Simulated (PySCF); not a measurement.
**C₆ coefficients of unlike pairs at PBE**

Calculated with PySCF 2.14 from the dipole response of each species, C₆(A,B) = (3/π) ∫ α_A(iu) α_B(iu) du, in atomic units, from isotropic polarisabilities. For ions this is the dispersion term alone; charge-induced terms of lower order in 1/R come first.

```json
{"species": "Si⁺", "configuration": "[Ne] 3s2 3p1 (2P)", "basis": "dyall-av3z (19s12p3d2f)", "relativity": "spin-free X2C", "α (bohr³)": "18.99", "C₆ (like pair)": "99.86"}
{"species": "Ti", "configuration": "[Ar] 3d2 4s2 (3F)", "basis": "aug-cc-pVTZ-DK (8s7p5d3f2g)", "relativity": "spin-free X2C", "α (bohr³)": "104.2", "C₆ (like pair)": "1205"}
{"species": "Ne⁺", "configuration": "[He] 2s2 2p5 (2P)", "basis": "aug-cc-pV5Z (7s6p5d4f3g2h)", "relativity": "none", "α (bohr³)": "1.403", "C₆ (like pair)": "2.469"}
{"species": "Br", "configuration": "[Ar] 3d10 4s2 4p5 (2P)", "basis": "aug-cc-pVTZ-DK (7s6p4d2f)", "relativity": "spin-free X2C", "α (bohr³)": "21.95", "C₆ (like pair)": "178.4"}
```

(1) Estimate C₆ for Ne⁺ with Si⁺.

No spin-orbit coupling is included.

The other pairs:

```csv
pair,C₆
"Ti, Si⁺",320.1
"Br, Si⁺",131.7
"Br, Ti",402.2
"Ne⁺, Ti",32.83
"Br, Ne⁺",17.93
```

Answers

(1) The integral gives 12.14. The combination rule 2 C_A C_B / (C_A α_B/α_A + C_B α_A/α_B) gives 12.09 and the geometric mean 15.70.
